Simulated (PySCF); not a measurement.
PySCF job for C3H7BO2, SMILES B(OC)(C)C=O, PBE-D3(BJ)/def2-SVP. Coordinates come from a PBE-D3(BJ)/def2-SVP optimisation. This is a generated structure with no PubChem entry under its InChIKey; it may be hypothetical. One conformer was computed; it need not be the lowest.

```python
import numpy as np
from pyscf import gto, scf, dft, df
from pyscf.hessian import thermo

mol = gto.M(
    atom='''
    C    -0.29723314   -2.36278787    0.00000000
    O    -0.78202480   -1.02563011   -0.00000000
    B     0.05090788    0.05141202    0.00000000
    C     1.61927487   -0.01758558    0.00000000
    C    -0.73175408    1.46343984   -0.00000000
    O    -0.15007684    2.54117502   -0.00000000
    H     0.32068515   -2.56748700   -0.89998883
    H    -1.16715102   -3.04753796   -0.00000000
    H     0.32068515   -2.56748700    0.89998883
    H     2.05286203    1.00106276    0.00000000
    H     2.00269241   -0.56740802    0.88743974
    H     2.00269241   -0.56740802   -0.88743976
    H    -1.87191833    1.43644754    0.00000001
    ''',
    basis='def2-SVP',
    charge=0,
    spin=0,
    max_memory=1600,
    verbose=3,
)
mf = dft.RKS(mol, xc='pbe').density_fit(auxbasis='def2-universal-jkfit')
mf.disp = 'd3bj'
mf.grids.level = 3
mf.conv_tol = 1e-11
mf.max_cycle = 100
mf.kernel()

# [left out here: the lines that compute and print the analytic Hessian (its translational invariance restored by hand, since the grid's response is missing), thermochemistry and intensities]
```

Output:

```
[...]
      11   H                 0.20 -0.02  0.04   -0.05 -0.08  0.04   -0.01  0.00 -0.00
      12   H                 0.00 -0.00  0.58   -0.01  0.11 -0.00    0.00 -0.00  0.03
Mode                                15                  16                  17
Irrep
Freq [cm^-1]                     1132.1376           1150.4136           1260.0557
Reduced mass [au]                   2.0217              1.5768              1.6824
Force const [Dyne/A]                1.5267              1.2295              1.5738
Char temp [K]                    1628.8939           1655.1890           1812.9396
Normal mode                   x     y     z       x     y     z       x     y     z
       0   C                -0.04 -0.04 -0.00   -0.11 -0.03 -0.00    0.00 -0.04  0.00
       1   O                -0.00  0.04  0.00    0.05 -0.02  0.00    0.02  0.07 -0.00
       2   B                 0.18 -0.09  0.00   -0.05  0.11 -0.00    0.04 -0.10 -0.00
       3   C                -0.01  0.01 -0.00   -0.01 -0.03  0.00   -0.13  0.04  0.00
       4   C                -0.06  0.03 -0.00    0.02 -0.01 -0.00   -0.01  0.01  0.00
       5   O                 0.01  0.00  0.00    0.00 -0.01  0.00   -0.01 -0.00 -0.00
       6   H                 0.08  0.15  0.04    0.14  0.31  0.09    0.02  0.07 -0.01
       7   H                 0.16 -0.29  0.00    0.23 -0.48 -0.00   -0.01 -0.02 -0.00
       8   H                 0.08  0.15 -0.04    0.14  0.31 -0.09    0.02  0.07  0.01
       9   H                -0.23  0.10 -0.00    0.04 -0.04  0.00    0.33 -0.16 -0.00
      10   H                -0.29 -0.07  0.06    0.14  0.07 -0.00    0.35 -0.06 -0.26
      11   H                -0.29 -0.07 -0.06    0.14  0.07  0.00    0.35 -0.06  0.26
      12   H                -0.07  0.15  0.00    0.03 -0.15  0.00   -0.02  0.16 -0.00
Mode                                18                  19                  20
Irrep
Freq [cm^-1]                     1328.2079           1368.5523           1375.5062
Reduced mass [au]                   1.5547              1.2135              1.4116
Force const [Dyne/A]                1.6160              1.3391              1.5736
Char temp [K]                    1910.9954           1969.0421           1979.0472
Normal mode                   x     y     z       x     y     z       x     y     z
       0   C                -0.00 -0.05  0.00    0.01 -0.04 -0.00    0.01 -0.07  0.00
       1   O                 0.03  0.05 -0.00    0.03  0.03 -0.00    0.03  0.04 -0.00
       2   B                -0.09 -0.03 -0.00   -0.08 -0.01  0.00   -0.06 -0.10 -0.00
       3   C                 0.05 -0.01 -0.00    0.06  0.04  0.00    0.02 -0.01 -0.00
       4   C                 0.08 -0.05  0.00   -0.00  0.00 -0.00   -0.03  0.03  0.00
       5   O                -0.06 -0.02  0.00    0.01  0.01  0.00    0.03  0.02  0.00
       6   H                 0.04  0.14 -0.00   -0.01  0.14 -0.05    0.01  0.32 -0.07
       7   H                -0.07  0.05  0.00   -0.07  0.06  0.00   -0.22  0.24  0.00
       8   H                 0.04  0.14  0.00   -0.01  0.14  0.05    0.01  0.32  0.07
       9   H                 0.00  0.01  0.00   -0.38  0.22 -0.00    0.17 -0.07  0.00
      10   H                -0.10  0.05  0.10    0.02 -0.44 -0.27   -0.11  0.18  0.17
      11   H                -0.10  0.05 -0.10    0.02 -0.44  0.27   -0.11  0.18 -0.17
      12   H                 0.08  0.72  0.00   -0.00 -0.15 -0.00   -0.05 -0.42 -0.00
Mode                                21                  22                  23
Irrep
Freq [cm^-1]                     1393.8125           1409.4041           1424.8984
Reduced mass [au]                   1.0504              1.0530              1.0391
Force const [Dyne/A]                1.2023              1.2324              1.2430
Char temp [K]                    2005.3859           2027.8187           2050.1115
Normal mode                   x     y     z       x     y     z       x     y     z
       0   C                 0.00 -0.00  0.01   -0.05  0.01  0.00    0.00 -0.00 -0.05
       1   O                 0.00  0.00  0.01   -0.01  0.02 -0.00   -0.00 -0.00 -0.01
       2   B                -0.00 -0.00 -0.02   -0.02 -0.03 -0.00    0.00  0.00 -0.00
       3   C                 0.00  0.00 -0.06    0.01  0.01 -0.00   -0.00 -0.00 -0.01
       4   C                 0.00 -0.00  0.00   -0.01  0.00  0.00    0.00 -0.00  0.00
       5   O                 0.00  0.00 -0.00    0.00  0.00 -0.00   -0.00 -0.00 -0.00
       6   H                -0.05 -0.10 -0.01    0.50 -0.16  0.39    0.24  0.41  0.05
       7   H                 0.00 -0.00 -0.17   -0.18  0.21  0.00   -0.00 -0.00  0.67
       8   H                 0.05  0.10 -0.01    0.50 -0.16 -0.39   -0.24 -0.41  0.05
       9   H                -0.00  0.00  0.71   -0.01  0.01  0.00   -0.00  0.00  0.17
      10   H                 0.28  0.34  0.05   -0.01 -0.03 -0.01    0.07  0.09  0.01
      11   H                -0.28 -0.34  0.05   -0.01 -0.03  0.01   -0.07 -0.09  0.01
      12   H                 0.00 -0.00 -0.01   -0.01 -0.06 -0.00    0.00  0.00 -0.00
Mode                                24                  25                  26
Irrep
Freq [cm^-1]                     1454.6245           1734.4689           2707.3076
Reduced mass [au]                   1.8194             11.6874              1.0827
Force const [Dyne/A]                2.2682             20.7157              4.6756
Char temp [K]                    2092.8808           2495.5145           3895.2129
Normal mode                   x     y     z       x     y     z       x     y     z
       0   C                -0.01  0.04 -0.00   -0.00  0.00  0.00   -0.00 -0.00 -0.00
       1   O                 0.05  0.09 -0.00    0.00 -0.00  0.00   -0.00 -0.00 -0.00
       2   B                -0.11 -0.11 -0.00    0.00 -0.01 -0.00    0.00  0.01  0.00
       3   C                 0.03  0.00 -0.00    0.00  0.00 -0.00    0.00 -0.00  0.00
       4   C                -0.00  0.01  0.00    0.09  0.20  0.00    0.08 -0.01 -0.00
       5   O                 0.01  0.01 -0.00   -0.07 -0.14  0.00    0.00  0.00 -0.00
       6   H                -0.07 -0.31  0.04    0.00  0.00  0.00    0.00 -0.00  0.00
       7   H                 0.33 -0.40  0.00   -0.00  0.00 -0.00    0.00  0.00  0.00
       8   H                -0.07 -0.31 -0.04    0.00  0.00 -0.00    0.00 -0.00 -0.00
       9   H                 0.05 -0.01  0.00   -0.00  0.01  0.00   -0.01 -0.00  0.00
      10   H                -0.05  0.02  0.05   -0.01 -0.00  0.00    0.00  0.00 -0.00
      11   H                -0.05  0.02 -0.05   -0.01 -0.00 -0.00    0.00  0.00  0.00
      12   H                -0.02 -0.16 -0.00    0.05 -0.09 -0.00   -0.96  0.01  0.00
Mode                                27                  28                  29
Irrep
Freq [cm^-1]                     2954.1393           2960.4603           3032.8931
Reduced mass [au]                   1.0330              1.0401              1.0972
Force const [Dyne/A]                5.3112              5.3710              5.9463
Char temp [K]                    4250.3488           4259.4433           4363.6579
Normal mode                   x     y     z       x     y     z       x     y     z
       0   C                 0.03 -0.04 -0.00    0.00 -0.00 -0.00    0.00  0.00  0.02
       1   O                -0.00 -0.00  0.00   -0.00 -0.00  0.00   -0.00 -0.00 -0.00
       2   B                 0.00  0.00  0.00    0.00  0.00  0.00    0.00  0.00  0.00
       3   C                 0.01 -0.00 -0.00   -0.05  0.02 -0.00    0.00  0.00  0.08
       4   C                -0.00  0.00  0.00   -0.00 -0.00  0.00    0.00  0.00  0.00
       5   O                -0.00 -0.00 -0.00    0.00  0.00  0.00    0.00 -0.00 -0.00
       6   H                -0.34  0.10  0.51   -0.04  0.01  0.06    0.09 -0.03 -0.13
       7   H                 0.33  0.25  0.00    0.04  0.03  0.00   -0.00 -0.00  0.00
       8   H                -0.34  0.10 -0.51   -0.04  0.01 -0.06   -0.09  0.03 -0.13
       9   H                -0.02 -0.04  0.00    0.16  0.39 -0.00   -0.00 -0.00  0.02
      10   H                -0.03  0.04 -0.06    0.20 -0.30  0.50   -0.23  0.33 -0.51
      11   H                -0.03  0.04  0.06    0.20 -0.30 -0.50    0.23 -0.33 -0.51
      12   H                 0.00  0.00  0.00   -0.00  0.00  0.00   -0.00  0.00 -0.00
Mode                                30                  31                  32
Irrep
Freq [cm^-1]                     3039.4510           3073.8009           3083.1571
Reduced mass [au]                   1.1058              1.1054              1.1010
Force const [Dyne/A]                6.0188              6.1533              6.1666
Char temp [K]                    4373.0932           4422.5152           4435.9766
Normal mode                   x     y     z       x     y     z       x     y     z
       0   C                 0.00  0.00  0.09   -0.08 -0.04  0.00    0.00  0.00 -0.00
       1   O                -0.00 -0.00 -0.00    0.00  0.00 -0.00   -0.00  0.00  0.00
       2   B                 0.00  0.00 -0.00   -0.00  0.00 -0.00    0.00  0.00  0.00
       3   C                -0.00 -0.00 -0.02    0.00  0.00 -0.00    0.01  0.09 -0.00
       4   C                 0.00 -0.00  0.00   -0.00  0.00  0.00    0.00  0.00  0.00
       5   O                 0.00 -0.00 -0.00   -0.00 -0.00 -0.00   -0.00 -0.00  0.00
       6   H                 0.37 -0.10 -0.52    0.14 -0.05 -0.23   -0.00  0.00  0.00
       7   H                -0.00 -0.00  0.02    0.69  0.52  0.00   -0.01 -0.01 -0.00
       8   H                -0.37  0.10 -0.52    0.14 -0.05  0.23   -0.00  0.00 -0.00
       9   H                 0.00  0.00 -0.00   -0.00 -0.01 -0.00   -0.35 -0.79 -0.00
      10   H                 0.06 -0.08  0.13    0.00 -0.00  0.00    0.10 -0.13  0.23
      11   H                -0.06  0.08  0.13    0.00 -0.00 -0.00    0.10 -0.13 -0.23
      12   H                -0.00  0.00  0.00    0.00 -0.00 -0.00    0.00 -0.00  0.00
temperature 298.1500 [K]
pressure 101325.00 [Pa]
Rotational constants [GHz] 7.25422 2.08810 1.65560
Symmetry number 1
Zero-point energy (ZPE) 0.09884 [Eh]   259506.385 [J/mol]
                           tot       elec      trans        rot        vib
Entropy [J/mol/K]       371.875      0.000    164.284    112.768     94.824
Cv [J/mol/K]            109.748      0.000     12.472     12.472     84.804
Cp [J/mol/K]            118.062      0.000     20.786     12.472     84.804
Internal energy [J/mol]                      3718.434   3718.434 273558.691
Internal energy [Eh]   -293.17666  -293.28369
Enthalpy [J/mol]                             6197.391   3718.434 273558.691
Enthalpy [Eh]          -293.17572
Gibbs free energy [J/mol]                  -42783.918 -29903.215 245286.986
Gibbs free energy [Eh] -293.21795
mode   freq/cm-1   IR/(km/mol)
   1       41.30         0.071
   2       75.80         3.425
   3      109.07         0.472
   4      175.84         6.467
   5      211.47         6.535
   6      223.42         2.144
   7      395.09         3.231
   8      405.65         3.066
   9      506.62        12.751
  10      703.60         6.585
  11      738.73         9.515
  12      820.95        18.834
  13      945.59         8.503
  14     1025.09        12.500
  15     1124.60         0.212
  16     1132.14        15.682
  17     1150.41         9.746
  18     1260.06       110.792
  19     1328.21        51.368
  20     1368.55        75.947
  21     1375.51        85.759
  22     1393.81         2.646
  23     1409.40         1.558
  24     1424.90        11.679
  25     1454.62        92.691
  26     1734.47        76.146
  27     2707.31       203.731
  28     2954.14        38.537
  29     2960.46         0.532
  30     3032.89        10.483
  31     3039.45        14.120
  32     3073.80        18.304
  33     3083.16         3.882
max |gradient| / (hartree/bohr): 0.00014513300648463396
APT charges: [ 0.4544 -0.7639  0.7777 -0.3148  0.4583 -0.5316 -0.0292 -0.011  -0.0292
  0.0599  0.0297  0.0297 -0.1301]
```

Self-consistency was reached.
